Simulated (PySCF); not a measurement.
## Hf²⁺: excitation energy

Hf²⁺ [Xe] 4f14 5d2 (3F) → Hf²⁺ [Xe] 4f14 5d1 6s1 (3D), as a difference of total energies. Calculation: PySCF 2.14, in x2c-TZVPPall with one added diffuse shell each of s, p, d, f type (12s8p8d4f1g, 113 functions); the spin-free X2C one-electron Hamiltonian (Gaussian nucleus). The calculations carry no spin-orbit coupling.

```
method  excitation energy (eV)
   UHF                   0.253
  MN15                   0.349
 HSE06                   0.111
```
